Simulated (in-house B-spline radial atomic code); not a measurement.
O⁺. Computed with a B-spline radial atomic code. Model: non-relativistic spherical atom: semilocal Troullier-Martins pseudo-atom, one channel per l, against all electrons, high spin, G0W0 and RPA with empty states to l = 8, local potential for every l without a channel, a model core (radius 0 = none) keeps its share of the functional.

What the tables leave out is listed at the end.

The pseudopotential gives back the lowest level of each angular momentum of its own functional in the configuration it was made in; a second state of the same l is only approximately right. Exact exchange, RPA and GW see the smooth pseudo-orbitals and miss the exchange with the core, for which the functional's share stands in. The column with an uncorrelated core keeps all orbitals and exact exchange, and so separates missing core correlation from pseudisation. Only the three outermost levels and the lowest empty one were computed. RPA here is direct RPA, with no exchange kernel, and its energies carry an (l + 1/2)⁻⁴ tail. A hybrid on a potential with a model core restores only its own semilocal share of the core's exchange.

Command:
```bash
python run_psgw.py task.json out
```
Settings (lengths in bohr, energies in hartree):
```
Z                      8
electrons              7
configuration          [He] 2s2 2p3
generated_in           [He] 2s2 2p4
functional             pbe,pbe
core_shells            1
radius_factor          1.3
core_correction        False
```

Run time, properties included: 16 s on 1 thread of Arm Neoverse N1 (shared host).

Given: made with PBE; model core radius 0 bohr; local radius 1.202 bohr; mean-field start PBE.

Valence shells of the generating configuration: 2s, 2p.

Channel: s 1.131, p 1.602 (radii in bohr).

Computed: largest level miss in the spin-unpolarised generating configuration 0 eV; valence RPA correlation energy all-electron orbitals -0.24052 hartree; valence RPA correlation energy pseudo -0.2338 hartree; all-electron RPA polarisability, core included 2.2656 bohr³.

```
          level  occupied  mean-field all-electron (eV)  mean-field pseudo minus all (eV)  G0W0 all-electron (eV)  G0W0 uncorrelated core minus all (eV)  G0W0 pseudo minus all (eV)  exchange self-energy all-electron (eV)  exchange self-energy pseudo (eV)
          2p up         1                       -26.369                            -0.039                 -34.434                                  0.072                       0.143                                 -33.246                           -31.809
        2s down         1                       -35.638                             0.146                 -43.168                                  0.059                      -0.084                                 -24.532                           -22.191
2p down (empty)         0                       -20.609                             0.351                 -13.972                                  0.073                       0.225                                 -5.5302                           -4.7089
```

(1) What is the pseudo-atom RPA polarisability?

Given: mean-field start PBE0.

Computed: valence RPA correlation energy all-electron orbitals -0.22373 hartree; all-electron RPA polarisability, core included 1.9953 bohr³; pseudo-atom RPA polarisability 2.0139 bohr³.

```tsv
level	occupied	mean-field all-electron (eV)	mean-field pseudo minus all (eV)	G0W0 all-electron (eV)	G0W0 uncorrelated core minus all (eV)	G0W0 pseudo minus all (eV)	exchange self-energy all-electron (eV)	exchange self-energy pseudo (eV)
2p up	1	-28.979	0.043	-34.894	0.072	0.185	-33.323	-31.864
2s down	1	-37.594	0.092	-43.237	0.06	-0.088	-24.453	-22.204
2p down (empty)	0	-18.228	0.158	-13.609	0.068	0.184	-5.3326	-4.6024
```

(2) What is the valence RPA correlation energy pseudo?

Given: mean-field start Hartree-Fock.

Computed: valence RPA correlation energy all-electron orbitals -0.18776 hartree; valence RPA correlation energy pseudo -0.18279 hartree; pseudo-atom RPA polarisability 1.5459 bohr³.

| level | occupied | mean-field all-electron (eV) | mean-field pseudo minus all (eV) | G0W0 all-electron (eV) | G0W0 uncorrelated core minus all (eV) | G0W0 pseudo minus all (eV) | exchange self-energy all-electron (eV) | exchange self-energy pseudo (eV) |
| --- | --- | --- | --- | --- | --- | --- | --- | --- |
| 2p up | 1 | -36.212 | 0.231 | -35.621 | 0.07 | 0.244 | -33.506 | -32.012 |
| 2s down | 1 | -41.651 | -0.012 | -43.076 | 0.061 | -0.069 | -23.956 | -21.96 |
| 2s up | ? | ? | ? | ? | ? | ? | ? | ? |
| 2p down (empty) | 0 | -10.403 | -0.144 | -12.731 | 0.046 | 0.044 | -4.3719 | -3.9523 |

(3) What belongs in the row 2s up?

(4) What is the all-electron RPA polarisability, core included?

## Answers

(1) 2.2771 bohr³.

(2) -0.21766 hartree.

(3) occupied: 1; mean-field all-electron (eV): -56.37; mean-field pseudo minus all (eV): -1.084; G0W0 all-electron (eV): -52.675; G0W0 uncorrelated core minus all (eV): 0.031; G0W0 pseudo minus all (eV): -0.579; exchange self-energy all-electron (eV): -40.005; exchange self-energy pseudo (eV): -38.731.

(4) 1.5229 bohr³.

Among the listed levels the largest G0W0 shift of the pseudo-atom is -0.58 eV, for 2s up on the Hartree-Fock start, while leaving the core uncorrelated moves that level by +0.03 eV. So pseudisation and the lost core exchange, not the missing core correlation, make the error. Not in the tables (levels of low weight, unsolved or above zero; the highest and the empty levels are kept at any weight): on PBE the G0W0 levels 2s up (pseudo minus all -0.23 eV, weights 0.18 and 0.17); on PBE0 the G0W0 levels 2s up (pseudo minus all -0.12 eV, weights 0.37 and 0.39).
